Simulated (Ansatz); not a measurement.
One change: `[BH2][AlH][CH3]` becomes `[CH3][AlH][Br]`.

Ansatz, PBE0-D4/def2-TZVP geometries, multiplicity 1. 

Scalar relativity is left out up to krypton.

```csv
property,`[BH2][AlH][CH3]`
HOMO energy (PBE0/def2-TZVPP) / eV,-7.23
HOMO–LUMO gap (PBE0/def2-TZVPP) / eV,5.02
size of the dipole moment (ωB97M-V/def2-TZVPP) / D,0.64
LUMO energy (PBE0/def2-TZVPP) / eV,-2.20
LUMO energy (ωB97M-V/def2-TZVPP) / eV,-0.28
size of the dipole moment (B3LYP/def2-TZVPP) / D,0.64
```

(1) Give the same properties after the change, and the shifts. (An estimate is asked.)

Results:

(1) The calculation gave: 
```
                                          property  `[CH3][AlH][Br]`  shift
                HOMO energy (PBE0/def2-TZVPP) / eV             -8.01  -0.78
              HOMO–LUMO gap (PBE0/def2-TZVPP) / eV              6.76   1.74
size of the dipole moment (ωB97M-V/def2-TZVPP) / D              1.90   1.26
                LUMO energy (PBE0/def2-TZVPP) / eV             -1.26   0.94
             LUMO energy (ωB97M-V/def2-TZVPP) / eV              0.36   0.64
  size of the dipole moment (B3LYP/def2-TZVPP) / D              1.86   1.22
```

With PBE0 the HOMO falls by 0.78 eV and the LUMO rises by 0.94 eV, so the gap widens by about 1.72 eV. PBE moves the HOMO by -0.70 eV and ωB97M-V by -0.83 eV. Dipoles are sizes alone; their direction can turn.

B3LYP here is the variant with VWN-RPA as its local correlation; programs differ in this.

Spin–orbit coupling is left out; it splits and shifts lone-pair levels of the heavy atoms by tenths of an eV.
